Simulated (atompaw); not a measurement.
## Cutoff test, S, PAW (atompaw)

* Element: sulfur (S)
* Generator: atompaw 4.2.0.5
* Type: PAW
* Functional: LDA (PW92)
* Relativity: non-relativistic
* Frozen core: [He]
* Valence charge: 14
* Reference configuration: 2s2 2p6 3s1.75 3p4.25
* Partial waves: 2s (bound): rc 0.75 bohr; 3s (bound): rc 0.95 bohr; 2p (bound): rc 0.55 bohr; 3p (bound): rc 0.70 bohr
* Local potential: bessel scheme, radius 0.80 bohr
* Core correction: smooth core density matched at 0.90 bohr
* Augmentation charge: besselshape compensation charge, radius 0.90 bohr; PAW radius 0.95 bohr; waves and projectors: custom rrkj gramschmidtortho

The pseudo-atom Hamiltonian at the reference potential is diagonalised in spherical Bessel functions j_l(qr) that vanish at 20 bohr, with q² up to the cutoff. All-electron valence levels (Ry): 2s -15.4251, 3s -1.2742, 2p -11.5273, 3p -0.5333.

Task: How do the lowest levels (Ry) of each channel move with the cutoff, and are there ghosts?

Result:

```tsv
cutoff (Ry)	s #1	s #2	p #1	p #2	p #3	d #1	f #1	f #2	Σ f·Δε (mRy)
8	-11.0125	-0.4464	-1.6453	0.0121	0.0866	0.0716	0.1175	0.2520	71879.0
15	-13.4422	-0.6804	-3.5737	-0.0353	0.0627	0.0714	0.1175	0.2520	54838.0
25	-14.6759	-0.8561	-5.9241	-0.1159	0.0505	0.0714	0.1175	0.2520	37617.6
35	-15.0833	-0.9480	-7.7562	-0.1931	0.0450	0.0713	0.1175	0.2520	25321.9
50	-15.3000	-1.0507	-9.2863	-0.2690	0.0413	0.0713	0.1175	0.2520	15205.6
70	-15.3917	-1.1704	-10.2816	-0.3304	0.0390	0.0713	0.1175	0.2520	8579.9
100	-15.4230	-1.2648	-10.9218	-0.3889	0.0371	0.0713	0.1175	0.2520	4262.1
140	-15.4242	-1.2729	-11.2510	-0.4454	0.0353	0.0713	0.1175	0.2520	2030.4
180	-15.4248	-1.2739	-11.4367	-0.4991	0.0338	0.0713	0.1175	0.2520	684.5
260	-15.4250	-1.2741	-11.5244	-0.5325	0.0329	0.0713	0.1175	0.2520	15.8
400	-15.4251	-1.2742	-11.5265	-0.5332	0.0329	0.0713	0.1175	0.2520	0.0
```

Result: no extra level below or beside the all-electron valence levels (s, p, d, f tested); 10 mRy is reached at 300 Ry and 1 mRy at over 300 Ry.
